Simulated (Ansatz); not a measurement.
The cluster Te₂Mo. Charge 0, multiplicity 5. Geometry B3LYP-D4/def2-TZVP; atoms count from 1.

```xyz
3

Mo   -1.153    0.413    0.273
Te    1.043    1.370   -0.549
Te    0.110   -1.782    0.277
```

In the def2 sets Mo, Te take a core potential; there is no spin–orbit coupling. The charge 0 quintet is spin-contaminated (final ⟨S²⟩ up to 6.35, 6.00 for a pure state). At PBE0-D4/def2-TZVP a triplet of charge 0 lies 0.52 eV below the quintet, each at its own geometry. That triplet is doubtful there (⟨S²⟩ 2.43, where a pure state has 2.00). The structure comes from a short search, and lower isomers may exist.

(1) Estimate the Mulliken populations from the PBE0/def2-TZVP orbitals of Ansatz.

(2) Where does the spin sit?

(3) And the Mayer bond orders between bonded heavy atoms (over 0.3)?

Results:

(1) 
```csv
atom,charge (e),spin (α − β),d electrons
Mo1,0.45,3.79,4.76
Te2,-0.22,0.11,–
Te3,-0.22,0.11,–
```
Mulliken values and Mayer orders depend strongly on the basis.

(2) Summed by element: Mo 3.79, Te 0.21, of 4 unpaired in all. Largest on single atoms: Mo1 3.79, Te2 0.11, Te3 0.11.

(3) Mo1–Te2 1.63 (2.53 Å); Mo1–Te3 1.63 (2.53 Å). Values over 0.3 also appear between atoms too far apart for a bond (Te2–Te3 0.61 at 3.39 Å); they arise where an orbital or an unpaired electron spreads over both atoms.
